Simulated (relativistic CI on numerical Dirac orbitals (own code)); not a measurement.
# One change at a time: Kr XX

Base calculation: Dirac-Coulomb-Breit CI, KLI orbitals optimised for each configuration, model QED (radiative potential, 1s self-energy scaled to tabulated hydrogen-like ionisation energies), unscaled Slater integrals.

CI space (outside the closed core [Ne]): 3s2.3p5, 3s.3p6, 3s2.3p4.3d, 3s.3p5.3d, 3p6.3d, 3s.3p4.3d2, 3s2.3p3.3d.4p, 3s2.3p4.4s, 3p6.4s, 3p6.4p, 3s2.3p4.4p, 3s.3p4.3d.4s, 3s2.3p4.4d, 3s.3p5.4s, 3s2.3p4.4f, 3s.3p5.4p, 3p5.3d.4p, 3s.3p5.4d, 3s.3p5.4f, 3s2.3p4.5s, 3s2.3p4.5p, 3s2.3p4.5d, 3s2.3p3.4s.4p, 3s2.3p4.5f, 3s2.3p4.5g, 3s.3p4.4s2, 3s.3p5.5s, 3s.3p5.5p, 3s2.3p3.3d2, 3s2.3p2.3d3, 3s.3p3.3d3, 3s2.3p2.3d2.4s, 3s2.3p2.3d2.4p, 3s2.3p2.3d2.4d, 3p5.3d2, 3p4.3d3, 3p4.3d2.4s, 3p4.3d2.4p, 3p4.3d2.4d, 3s2.3p3.3d.4s, 3s.3p3.3d2.4s, 3s2.3p2.3d.4s2, 3s2.3p2.3d.4s.4p, 3s2.3p2.3d.4s.4d, 3p5.3d.4s, 3p4.3d.4s2, 3p4.3d.4s.4p, 3p4.3d.4s.4d, 3s2.3p3.4s2, 3s.3p3.3d.4s2, 3s2.3p2.4s2.4p, 3s2.3p2.4s2.4d, 3s2.3p3.4p2, 3s2.3p2.3d.4p2, 3s.3p3.3d.4p2, 3s2.3p2.4s.4p2, 3s2.3p2.4p3, 3s2.3p2.4p2.4d. Double excitations out of closed p, d and f shells are left out; levels of such configurations are missing from the list, as are those of other unlisted configurations, and high levels can miss mixing partners. These lack a partner that the ground configuration has and come out too high: 3s2.3p4.4f, 3s.3p5.4p, 3s.3p5.4d, 3s.3p5.4f, 3s2.3p4.5s.

The lowest level and the first level of each name with at least 55 % of one term (blank where a level has no safe partner in the second run):

```
            Level  Base (cm⁻¹)  Shift (cm⁻¹)
  3s2.3p5 2P°_3/2            0             0
  3s2.3p5 2P°_1/2        87251         +1652
    3s.3p6 2S_1/2       567406          +599
3s2.3p4.3d 4D_5/2       699468         +2091
3s2.3p4.3d 4D_3/2       701790         +1539
3s2.3p4.3d 4D_7/2       707382         +2811
3s2.3p4.3d 4D_1/2       713097         +1835
3s2.3p4.3d 4F_9/2       747651         +2841
3s2.3p4.3d 2P_1/2       773984         +2771
3s2.3p4.3d 4P_1/2       787125         +2077
3s2.3p4.3d 4F_5/2       795677         +2823
3s2.3p4.3d 2D_5/2       844031         +3792
3s2.3p4.3d 2G_7/2       846422         +3592
3s2.3p4.3d 2G_9/2       856056         +4603
```

At this charge energies of transitions that change n are usually good to better than 1 %, and those within a shell (Δn = 0) to a few per cent.

Task: One thing was changed in a second run, which moved the levels as shown. Which?
A. P86 correlation estimate
B. Breit term removed
C. QED terms removed
D. non-relativistic limit
E. configuration mixing switched off

Result: B. Breit term removed. The Breit term mainly narrows fine-structure intervals, so removing it widens them.

LS names give the leading component of a level, which can be under half, so a name can repeat, a term be missing and a line seem to break the LS rules.
